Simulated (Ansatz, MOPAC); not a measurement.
Molecule: CF, net charge 1, singlet state. SMILES: [C][F+]

Atoms: C1, F2. Bonds: C1-F2.

Bond lengths (Å) and angles (degrees) optimised at AM1 with MOPAC; PM6 with MOPAC; HF/6-31G* with Ansatz (a program for electronic structure); MP2/6-31G* with Ansatz, each started from the B3LYP-D3(BJ)/def2-TZVP structure (Ansatz) of the last column. A row stands for all coordinates that are equal there. 6-31G* holds six Cartesian d functions.

| coordinate | AM1 | PM6 | HF/6-31G* | MP2/6-31G* | B3LYP-D3(BJ)/def2-TZVP |
|---|---|---|---|---|---|
| C1-F2 | 1.209 | 1.206 | 1.144 | 1.173 | 1.156 |

Mean signed difference of all 1 bond lengths from B3LYP-D3(BJ)/def2-TZVP: AM1 0.054 Å, PM6 0.050 Å, HF/6-31G* -0.012 Å, MP2/6-31G* 0.017 Å.
